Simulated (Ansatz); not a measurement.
```yaml
crystal:
  periodic: [false, false, false]
  atoms:
    - {symbol: B, position_ang: [-0.691037, 1.204871, -0.772386]}
    - {symbol: Si, position_ang: [0.579938, -0.116153, -0.140974]}
    - {symbol: N, position_ang: [0.549172, -0.816606, 1.395195]}
    - {symbol: Cl, position_ang: [-0.974536, -0.812512, -1.558068]}
    - {symbol: H, position_ang: [-0.436236, 1.876984, -1.723143]}
    - {symbol: H, position_ang: [-1.663459, 1.411558, -0.110207]}
    - {symbol: H, position_ang: [1.844537, -0.526787, -0.788315]}
    - {symbol: H, position_ang: [1.069029, -1.645662, 1.629496]}
    - {symbol: H, position_ang: [-0.188908, -0.621992, 2.051303]}
basis:
  gaussian: {orbitals: aug-cc-pVTZ}
magnetization: {spin_polarized: true, initial_magnetization: 8}
hamiltonian: {xc: {name: wPBEh}}
output: {forces: true}
```

```sh
$ ansatz run in.yaml --threads 2 --pin off --events-out ev --progress --plain --max-ram 4352MiB
```

Output, abridged:

```
Functional definition: wPBEh
1490 factors; their error is unknown
128 factors; integrals over basis functions are off by at most 1.8e-6 eV
mean field evaluation 1: about -22591.5112 eV, gradient 6.0e1 eV
mean field evaluation 2: about -22370.4254 eV, gradient 1.9e2 eV
mean field evaluation 4: about -22613.0184 eV, gradient 2.1e1 eV
mean field evaluation 8: about -22616.5300 eV, gradient 7.8e-1 eV
mean field evaluation 16: about -22616.5894 eV, gradient 3.0e-2 eV
mean field evaluation 32: about -22616.5894 eV, gradient 2.9e-5 eV
mean field -22616.58941183 eV, -831.1443308097 hartree, gradient 2.9e-5 eV, S^2 20.011974; 9 other end points of the search recorded, 0 dependent functions left out
reference -22616.58948301 eV, -831.1443334257 hartree; 28, 20 occupied and 279, 287 virtual orbitals, 1490 factors
Total energy: -22616.58948301 eV, -831.1443334257 hartree
Atom 0 at    -0.691037     1.204871    -0.772386 Å, force    -0.915584     1.699146     0.625150 eV/Å
Atom 1 at     0.579938    -0.116153    -0.140974 Å, force     0.389858     3.579210    -0.937839 eV/Å
Atom 2 at     0.549172    -0.816606     1.395195 Å, force    -0.304746    -1.296847     3.969213 eV/Å
Atom 3 at    -0.974536    -0.812512    -1.558068 Å, force    -2.487054    -2.816264    -2.823923 eV/Å
Atom 4 at    -0.436236     1.876984    -1.723143 Å, force    -0.005350     1.316718    -0.776190 eV/Å
Atom 5 at    -1.663459     1.411558    -0.110207 Å, force    -1.843956     1.062231     0.231813 eV/Å
Atom 6 at     1.844537    -0.526787    -0.788315 Å, force     4.970743    -2.238021    -2.150761 eV/Å
Atom 7 at     1.069029    -1.645662     1.629496 Å, force     1.288642    -1.798593     0.528455 eV/Å
Atom 8 at    -0.188908    -0.621992     2.051303 Å, force    -1.092553     0.492420     1.334082 eV/Å
Dipole moment:    -0.338603    -0.003588    -0.087150 e Å
```

(1) Something in this input is off. What?

Answers

(1) The spin is set far too high for this molecule. Self-consistency was reached. The result belongs to that input, not to the molecule as meant.
